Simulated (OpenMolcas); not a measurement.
**Ag2+: effect of the active space**

| Item | Value |
| --- | --- |
| Program | OpenMolcas |
| Method | MS-CASPT2 or its RAS form, IPEA 0.25 Eh, imaginary shift 0.1 Eh |
| Basis | ANO-RCC-VTZP |
| Scalar Hamiltonian | DKH2, point nucleus |
| Spin-orbit coupling | state interaction with AMFI integrals over the reference wave functions, term energies averaged over their components |

A. 9 electrons in 6 orbitals (4d 5s); 2S+1 = 4 even, 10 roots; 2S+1 = 2 even, 29 roots; closed shells correlated: 4s 4p; CASPT2 step roughly 13 core-seconds
B. 9 electrons in 9 orbitals (RAS2 4d 5s; RAS3 5p, at most 2 electrons); 2S+1 = 2 even, 30 roots; 2S+1 = 4 even, 10 roots kept (CI in the orbitals of an earlier block); 2S+1 = 2 odd, 9 roots (0 in the spin-orbit step); 2S+1 = 4 odd, 14 roots kept (CI in the orbitals of an earlier block); closed shells correlated: 4s 4p; CASPT2 step of the order of 110 core-seconds

Energies in cm-1 above 4d9 2D 5/2, the measured ground level; measured values from Moore, Atomic Energy Levels, vol. III, NSRDS-NBS 35 (1971 reprint of NBS Circular 467, 1958).

```
               Level      A      B  Measured
          4d9 2D 5/2    0.0    0.0       0.0
          4d9 2D 3/2   4630   4630      4607
       4d8 5s 4F 9/2  62080  61870     63250
       4d8 5s 4F 7/2  64410  64220     65764
       4d8 5s 4F 5/2  66710  66480     68145
       4d8 5s 4F 3/2  67880  67650     69351
       4d8 5s 2F 7/2  69830  69910     71691
4d8 5s 2F 5/2 [58 %]  72350  72440     73934
4d8 5s 4P 5/2 [61 %]  75150  75080     76406
       4d8 5s 4P 1/2  78510  77910          
4d8 5s 2D 5/2 [65 %]  80420  80460     82231
       4d8 5s 2P 3/2  83500  83670          
       4d8 5s 2P 1/2  84250  84140          
       4d8 5s 2G 9/2  84840  84870     85599
       4d8 5s 2G 7/2  84880  84910     85727
```

Deviations, from unrounded energies. A percentage is the sum of absolute deviations over the sum of measured energies, with the sign that they share, or ± where signs differ.

```tsv
Against measurement	Levels	A	B
mean absolute deviation (cm-1)	11	1200	1300
fine structure of the ground term (%)	1	+0.5	+0.5
other configurations (%)	10	-1.8	-1.9
```

A, B lie about equally close to measurement. The largest miss of A in the table is 4d8 5s 2F 7/2, by -1900 cm-1. The ranking rests on the paired levels alone, and a cruder setting can come out closer through cancelling errors.

The two smallest mean deviations differ by little beside CASPT2's spread within terms, so their order carries little weight.

Between A and B the level of the table that moves most is 4d8 5s 4P 1/2, by 600 cm-1 (lowest in B, highest in A). Moves below CASPT2's spread within the term are not significant.

CASPT2 breaks the degeneracy within a term, and the mean is taken; among the terms shown or strongly mixed into the levels shown the widest spread is 1000 cm-1 (4d8 5s 2G, B). A single d shell beside an s shell can misplace configurations of different d count against each other. Some high roots are left out of the spin-orbit mixing, which shifts the levels that they would mix with (holds for B). Terms from blocks run as CI alone lack orbitals of their own (holds for B). Measured partners are found by configuration, term and J. A level has none where our copy of the source lacks it or the pairing is in doubt (some pairs that miss far off the trend of their configuration count as doubtful), and it then counts in no deviation. Only configurations of the active space appear. The table leaves out levels that lie high or whose names do not pair safely across all columns.

A share in square brackets marks a mixed level and gives the weight of the term that names it, the lowest over the columns.
